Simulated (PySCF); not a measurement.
One entry of a table of gas-phase calculations, keyed by method. Lists by class give the value and the number of equivalent atoms.

```json
{
 "name": "1,4-naphthoquinone",
 "formula": "C10H6O2",
 "smiles": "O=C1C=CC(=O)c2ccccc21",
 "charge": 0,
 "multiplicity": 1,
 "geometry_level": "GFN2-xTB",
 "electronic_structure_code": "PySCF",
 "results": {
  "GFN2-xTB geometry": {
   "point_group": "C2v",
   "rotational_constants_GHz": [1.327, 1.112, 0.605]
  },
  "PBE0/pcSseg-1 ground state and GIAO shieldings, non-relativistic": {
   "dipole_D": 1.4,
   "homo_eV": -7.86,
   "lumo_eV": -3.41,
   "shift_vs_computed_TMS_C_by_class_ppm": [
    [190.7, 2],
    [144.5, 2],
    [139.7, 2],
    [134.8, 2],
    [133.5, 2]
   ],
   "shift_vs_computed_TMS_H_by_class_ppm": [
    [8.53, 2],
    [8.06, 2],
    [7.1, 2]
   ],
   "shielding_other_nuclei_by_class_ppm": [
    ["O", -352.7, 2]
   ]
  }
 }
}
```

The dipole equals about 4.7 × 10⁻³⁰ C·m (1 D = 3.33564 × 10⁻³⁰ C·m). The rotational constants make it an asymmetric top with κ = (2B − A − C)/(A − C) = 0.41, nearer the oblate limit (+1). Point group C2v permits a dipole; with 1.40 D the species has a pure rotational spectrum. With B = h/(8π²I), that is 505.379 GHz u Å² over I, the principal moments of inertia are 380.8, 454.3 and 835.1 u Å² (most abundant isotopes).

